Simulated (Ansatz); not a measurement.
Program: Ansatz. Geometries: PBE0-D4/def2-TZVP. ΔE: electronic, gas phase. CCSD(T)/CBS is the MP2 limit (def2-TZVPP, def2-QZVPP) plus CCSD(T) − MP2 in def2-TZVPP, frozen cores. DFT in def2-TZVPP. For Se outer-core shells are correlated without core-valence functions, which leaves a few kJ/mol of doubt a bond. Scalar relativity is left out up to krypton. One conformer a species, not always the lowest.

`CO[Si](C)(F)[SeH]` + `C=CF` → `C=C(F)[SeH]` + `CO[SiH](C)F`  (formal exchange of groups at the Se–Si bond)

(1) Is it downhill or uphill in electronic energy at CCSD(T)/CBS, and by how much? (An estimate is asked.)

(2) What do these levels give: r2SCAN-D4, PBE0-D4, PBE0, HF/def2-TZVPP, SCS-MP2/def2-TZVPP, MP2/CBS(def2)? (Estimate.)

Largest T1 diagnostic among the species: 0.012.

## Answers

(1) Ansatz gave: Uphill: ΔE = +1.15 eV.

(2) Computed: r2SCAN-D4 1.11, PBE0-D4 1.14, PBE0 1.09, HF/def2-TZVPP 1.14, SCS-MP2/def2-TZVPP 1.05, MP2/CBS(def2) 1.16 eV.

The D4 term adds +0.07 eV with B3LYP and +0.04 eV with PBE0; it sums over pairs of atoms, weighted by their polarisabilities, and B3LYP, whose exchange is more repulsive, gets the larger term. From PBE to PBE0 (25 % exact exchange), in def2-TZVPP and without D4, ΔE moves by +0.06 eV.

B3LYP here is the variant with VWN-RPA as its local correlation; programs differ in this.
